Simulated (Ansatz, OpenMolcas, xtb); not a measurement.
## Ligand exchange: HBr + C2H7N → NH3 + C2H5Br

Species: HBr (hydrogen bromide), singlet; C2H7N (ethanamine) `CCN`, singlet; NH3 (ammonia) `N`, singlet; C2H5Br (bromoethane) `CCBr`, singlet. The partners trade Br for NH2: H–Br and C–NH2 bonds give way to H–NH2 and C–Br.

Shapes, held fixed at every level: PBE0-D4/def2-TZVP. Flexible molecules stand in one conformer, not always the lowest. Programs: Ansatz 0.2.0, OpenMolcas 26.06, xtb 6.7.1. The zero-point and thermal change to 298 K, harmonic and unscaled (PBE0-D4/def2-TZVP), is +5.0 kJ/mol.

Question: Estimate the reaction enthalpy at 298 K.

Answer: From tabulated heats of formation (Active Thermochemical Tables, CRC Handbook of Chemistry and Physics), ΔH(298 K) = -25.3 kJ/mol. Nearest: B3LYP-D4/def2-TZVPP (+3.4); farthest: GFN0-xTB (+117.1). 5 of 9 levels lie within 10 kJ/mol. The wrong sign comes from GFN0-xTB, HF/def2-SVP, CCSD(T)/def2-SVP. Relativity is left out for Br unless named. Correlated rows may include outer-core shells of Br, which these sets cover unevenly.

| level | kind | ΔH (kJ/mol) | computed − measured |
| --- | --- | --- | --- |
| GFN0-xTB | semi-empirical | +91.7 | +117.1 |
| HF/def2-SVP | Hartree–Fock | +0.2 | +25.5 |
| SPW92/def2-TZVPP | LDA | -12.5 | +12.8 |
| B3LYP/6-31G* (Cartesian functions) | global hybrid | -15.6 | +9.7 |
| B3LYP-D4/def2-TZVPP | global hybrid | -21.9 | +3.4 |
| BHLYP-D4/def2-TZVPP | global hybrid | -20.7 | +4.6 |
| wB97X-V/def2-TZVPP | range-separated hybrid | -18.8 | +6.5 |
| CCSD(T)/def2-SVP | coupled cluster or CI | +2.8 | +28.1 |
| CCSD(T)/def2-TZVPP | coupled cluster or CI | -21.5 | +3.8 |
